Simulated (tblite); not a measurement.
Species: C₆H₉O₂ (doublet state).
Numbering: `[CH2:1]=[C:2]1[CH2:3][CH2:4][C@@H:5]1[C@H:6]([O:7])[OH:8]` (hydrogens: H9, H10 on C1; H11, H12 on C3; H13, H14 on C4; H15 on C5; H16 on C6; H17 on O8)

The geometry is computed with GFN2-xTB (gas phase). This method treats the open shell by occupation alone, without spin polarisation.

(1) What internal coordinates does the optimisation give?

Results:

(1) 
```json
{"bond": "C1=C2", "length (pm)": "132.2", "order": "double"}
{"bond": "C2–C3", "length (pm)": "150.8", "order": "single"}
{"bond": "C3–C4", "length (pm)": "154.1", "order": "single"}
{"bond": "C4–C5", "length (pm)": "152.9", "order": "single"}
{"bond": "C5–C6", "length (pm)": "165.3", "order": "single"}
{"bond": "C6–O7", "length (pm)": "126.8", "order": "single"}
{"bond": "C6–O8", "length (pm)": "139.8", "order": "single"}
{"bond": "C2–C5", "length (pm)": "148.2", "order": "single"}
{"bond": "C1–H9", "length (pm)": "107.7", "order": "single"}
{"bond": "C1–H10", "length (pm)": "107.7", "order": "single"}
{"bond": "C3–H11", "length (pm)": "108.9", "order": "single"}
{"bond": "C3–H12", "length (pm)": "108.9", "order": "single"}
{"bond": "C4–H13", "length (pm)": "108.7", "order": "single"}
{"bond": "C4–H14", "length (pm)": "108.8", "order": "single"}
{"bond": "C5–H15", "length (pm)": "108.9", "order": "single"}
{"bond": "C6–H16", "length (pm)": "111.3", "order": "single"}
{"bond": "O8–H17", "length (pm)": "96.7", "order": "single"}
```

Orders are formal, as drawn. A selection of angles:
```json
{"angle": "C2–C1–H9", "degrees": "120.4"}
{"angle": "C2–C1–H10", "degrees": "121.9"}
{"angle": "H9–C1–H10", "degrees": "117.7"}
{"angle": "C1–C2–C3", "degrees": "135.1"}
{"angle": "C1–C2–C5", "degrees": "132.8"}
{"angle": "C3–C2–C5", "degrees": "92.1"}
{"angle": "C2–C3–C4", "degrees": "88.7"}
{"angle": "C2–C3–H11", "degrees": "114.4"}
{"angle": "C2–C3–H12", "degrees": "114.0"}
{"angle": "C4–C3–H11", "degrees": "115.3"}
{"angle": "C4–C3–H12", "degrees": "114.7"}
{"angle": "H11–C3–H12", "degrees": "108.8"}
{"angle": "C3–C4–C5", "degrees": "89.1"}
{"angle": "C3–C4–H13", "degrees": "115.4"}
{"angle": "C3–C4–H14", "degrees": "114.8"}
{"angle": "C5–C4–H13", "degrees": "114.8"}
{"angle": "C5–C4–H14", "degrees": "113.0"}
{"angle": "H13–C4–H14", "degrees": "108.8"}
{"angle": "C4–C5–C6", "degrees": "114.2"}
{"angle": "C4–C5–H15", "degrees": "118.5"}
{"angle": "C6–C5–H15", "degrees": "103.1"}
{"angle": "C2–C5–C4", "degrees": "90.1"}
{"angle": "C2–C5–C6", "degrees": "113.3"}
{"angle": "C2–C5–H15", "degrees": "118.1"}
{"angle": "C5–C6–O7", "degrees": "109.1"}
{"angle": "C5–C6–O8", "degrees": "105.0"}
{"angle": "C5–C6–H16", "degrees": "101.2"}
{"angle": "O7–C6–O8", "degrees": "117.6"}
{"angle": "O7–C6–H16", "degrees": "116.3"}
{"angle": "O8–C6–H16", "degrees": "106.0"}
{"angle": "C6–O8–H17", "degrees": "107.9"}
```

Torsions: C1–C2–C3–C4 180° (antiperiplanar); C2–C3–C4–C5 1° (synperiplanar); C3–C4–C5–C6 114° (anticlinal); C4–C5–C6–O7 -171° (antiperiplanar); C1–C2–C5–C4 180° (antiperiplanar); H17–O8–C6–C5 109° (anticlinal).

C1 (carbon bonded to C and 2 H) is planar (angles 121.9°, 120.4° and 117.7°, sum 360.0°, 0.01 Å off the plane of its three neighbours). C2 (carbon bonded to 3 C) is planar (angles 135.1°, 132.8° and 92.1°, sum 360.0°, 0.01 Å off the plane of its three neighbours). The 2 C–O bonds span 1.268 Å (C6–O7, drawn single) to 1.398 Å (C6–O8, drawn single), a spread of 0.130 Å. The 4-membered ring C2–C3–C4–C5 has internal angles of 88.7° to 92.1°; it is planar, 0.01 Å rms from its mean plane, widest ring torsion 1°. Of the pairs four or more bonds apart, O8···H13 is among the closest relative to their van der Waals radii: 2.74 Å, 101 % of the sum of Bondi's values. The 6 C–C bonds span 1.322 Å (C1=C2, drawn double) to 1.653 Å (C5–C6, drawn single), a spread of 0.331 Å.

Point group: C1 (no symmetry element, even within 0.4 Å). Its GFN2-xTB frequencies are all real (lowest 65 cm⁻¹). Torsions: C4–C5–C6–O7 -171°, C5–C6–O8–H 109°. 3 starts were optimised and ended at 0.00, 0.50 and 7.30 kcal/mol (GFN2-xTB); the lowest of these is shown.

One conformer stands for the species.
